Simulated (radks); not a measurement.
The numbers below are computed, except where a source is named.
How relativity changes the ionisation of the rubidium ion Rb2+ ([Ar] 3d10 4s2 4p5) to Rb3+ ([Ar] 3d10 4s2 4p4). Spin-unpolarised spherical Kohn-Sham, BLYP, point nucleus unless stated (finite: rms radius 4.2036 fm), a radial shooting solver on a logarithmic mesh with Libxc functionals. A level marked "c x" has the speed of light scaled by that factor and shares open shells by 2j + 1; other Dirac levels either fill j = l - 1/2 first or share by 2j + 1.

level                               E(Rb2+) (hartree)  E(Rb3+) (hartree)  IE (eV)   HOMO  <r> HOMO (bohr)
non-rel.                                  -2939.01175        -2937.54477   39.919     4p            1.647
scalar-rel.                               -2980.50037        -2979.03060   39.995     4p            1.640
scalar-rel., finite nucleus               -2980.47292        -2979.00314   39.995     4p            1.640
Dirac, 2j+1 shares                        -2980.75658        -2979.28638   40.006  4p3/2            1.651
Dirac, low j first                        -2980.76869        -2979.31298   39.612  4p3/2            1.651
Dirac, 2j+1 shares, finite nucleus        -2980.72910        -2979.25889   40.006  4p3/2            1.651
Dirac, c x 2                              -2949.16862        -2947.70087   39.939  4p3/2            1.648
Dirac, c x 3                              -2943.50386        -2942.03654   39.928  4p3/2            1.648
Dirac, c x 10                             -2939.41461        -2937.94760   39.919  4p3/2            1.647

NIST Atomic Spectra Database: 39.247 eV (semi-empirical). The relativistic part of the total energy of Rb2+ is -41.72 hartree (Dirac, 2j+1 shares, finite nucleus), 1.4 % of the non-relativistic value. Spin polarisation and multiplet splitting of open shells are left out at every level.

Beside tabulated values, note that relativity, absent from the non-relativistic runs, is large for the heavy elements, and spin-unpolarised runs miss the spin-polarisation part of the exchange energy of open shells.
